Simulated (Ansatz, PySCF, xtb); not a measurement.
Noncovalent pair: C2H2 (SMILES C#C) (first 4 atoms) with H2S (SMILES S); geometry from B3LYP-D3(BJ)/def2-TZVP.
(charge 0, multiplicity 1):
```xyz
7

C      0.519     0.272    -0.157
C     -0.592    -0.149    -0.007
H      1.505     0.646    -0.289
H     -1.579    -0.521     0.127
S      0.165     0.859     3.761
H      0.655    -0.375     3.957
H      0.066     0.673     2.433
```

Interaction energies are E(AB) − E(A) − E(B) at the monomers' geometry in the complex; basis-set methods are counterpoise corrected. Rows marked so take none.

Cores are frozen in the correlated methods. Rows in 3-21G carry no dispersion term and start afresh at each structure.

Run with Ansatz (Gaussian orbitals); PySCF for 3-21G rows, the dispersion terms; xtb for the GFN methods. Values without a source in brackets are computed.

| level | interaction energy (kcal/mol) |
|---|---|
| GFN1-xTB | -0.91 |
| BLYP-D3(BJ)/def2-TZVPPD | -1.77 |
| revPBE-D3(BJ)/def2-TZVPPD | -1.93 |
| B3LYP/3-21G (no counterpoise) | -1.81 |
| B3LYP/def2-TZVPPD | -0.55 |
| PBE0/def2-TZVPPD | -1.25 |
| wB97X-V/def2-TZVPPD | … |
| B2PLYP/def2-TZVPPD | … |
| MP2/aug-cc-pV(T+d)Z | -1.79 |

### Question
Fill in the missing entries.

### Answer

- wB97X-V/def2-TZVPPD, interaction energy (kcal/mol): -1.60
- B2PLYP/def2-TZVPPD, interaction energy (kcal/mol): -0.95

Ansatz is a first-principles code.
